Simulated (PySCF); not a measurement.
A calculated (UHF, PySCF 2.14, cc-pVDZ-DK, scalar relativity by spin-free X2C-1e) atom or ion has these occupied shells.

```
shell  electrons  orbital energy (eV)  rms radius, mean of both spins (bohr)
 1s α          1              -444.70                                  0.265
 1s β          1              -442.64                                  0.265
 2s α          1              -44.241                                   1.39
 2s β          1              -35.679                                   1.39
 2p α          2              -30.365                                   1.40
```

**Question.** Name the element and its charge.

**Answer.** N⁺ (nitrogen, charge +1), in [He] 2s2 2p2, high-spin 3P determinant.
